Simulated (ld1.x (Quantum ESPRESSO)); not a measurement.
**antimony (Sb): one change to a TM potential, before and after**

antimony, norm-conserving Troullier–Martins (Kleinman–Bylander form), made with ld1.x (Quantum ESPRESSO) 7.5 (LDA (PZ), fully relativistic). Core [Kr] 4d10, reference 5s2 5p3. Waves: 5p (bound): rc 1.70 bohr; 5s (bound): rc 1.45 bohr. Local part: the s channel. Core correction: Bessel-smoothed model core inside 0.70 bohr.

Open shells are filled in proportion to 2j + 1 (rel_dist='average').

Change: wave 5s (bound): rc 1.45 bohr becomes 5s (bound): rc 1.80 bohr.

Cutoffs: the cutoffs (Ry, on a coarse ladder) from which the occupation-weighted sum of valence levels, in a spherical-Bessel basis at the reference potential, stays within 10 and 1 mRy of its value at 400 Ry; they do not see the model core or the augmentation charge, which bear on the density cutoff. Errors are all-electron minus pseudo energies relative to the spin-unpolarised reference configuration.

Predict the effect on cutoff, ghosts and configuration errors.

The potential gets softer (55 Ry and 160 Ry → 40 Ry and 90 Ry); both files keep a bound ghost (p); of the 7 tests that both files solve, the error grows in 2 and shrinks in 2 by more than 15 % and 0.3 meV (median size 11.7 → 7.0 meV). A larger radius leaves more room for a smooth pseudo-wave, so fewer plane waves are needed.

```csv
quantity,base,changed
"cutoff, loose",55 Ry,40 Ry
"cutoff, tight",160 Ry,90 Ry
loose cutoff by channel (10 mRy a level),"p 35 Ry, s 35 Ry","p 35 Ry, s 18 Ry"
bound ghosts,"p3/2, p1/2","p3/2, p1/2"
"error for 5s2 5p2, meV [ΔE 8.54 eV]",-3.5,-3.8
"error for 5s2 5p1, meV [ΔE 24.81 eV]",-27,-34
"error for 5s2 5p0, meV [ΔE 49.62 eV]",-101,-141
"error for 5s2 5p2.5, meV [ΔE 3.36 eV]",-0.6,-0.6
"error for 5s2 5p3.3, meV [ΔE -1.21 eV]",-0.1,-0.1
"error for 5s1 5p3, meV [ΔE 17.33 eV]",-26,-19
"error for 5s1 5p4, meV [ΔE 8.18 eV]",-12,-7.0
```

 A true bound ghost makes a file unfit for plane-wave use even where its test errors are small: the radial tests pick states by their node count and pass the ghost by.
